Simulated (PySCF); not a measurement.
**Electron correlation in I⁺ (iodine, charge +1)**

[Kr] 4d10 5s2 5p3 5d1, high-spin 5D determinant (an excited configuration). Computed with PySCF 2.14 in aug-cc-pVTZ-DK3, with scalar relativity by spin-free X2C-1e. Frozen: [Kr] 4d10; 6 electrons correlated.

| level | correlation energy (mhartree) |
| --- | --- |
| CCSD | -87.82 |
| (T) | -2.39 |
| CCSD(T) | -90.21 |

Diagnostics: T1 = 0.0047, D1 = 0.0101, largest double amplitude 0.041.

**Question.** Is a single reference adequate?

**Answer.** Yes, within this model without spin-orbit coupling: T1 lies below 0.03 and no double amplitude reaches 0.07.
